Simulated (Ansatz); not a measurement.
System: AlH3, net charge -1, doublet state. 
Coordinates optimised at B3LYP-D3(BJ)/def2-TZVP (Ansatz, a first-principles code):
```
Al
H 1 1.6367
H 1 1.6367 2 110.93
H 1 1.6367 2 110.93 3 123.75
```
Charge -1, spin multiplicity 2.

Basis-set convergence of Hartree-Fock and CCSD correlation energies (hartree) with Ansatz. Cores are frozen in the correlated levels unless marked. Open shells are spin-unrestricted. Spin-orbit coupling is left out. No relativistic terms. This anion needs diffuse functions, which these sets lack.

```tsv
basis	functions	E(HF)	E(corr, CCSD)
cc-pV(D+d)Z	38	-243.62592	-0.11055
cc-pV(T+d)Z	81	-243.63885	-0.12968
cc-pV(Q+d)Z	154	___	___
```

What belongs in the gaps?


- cc-pV(Q+d)Z, E(HF): -243.64421
- cc-pV(Q+d)Z, E(corr, CCSD): -0.13495
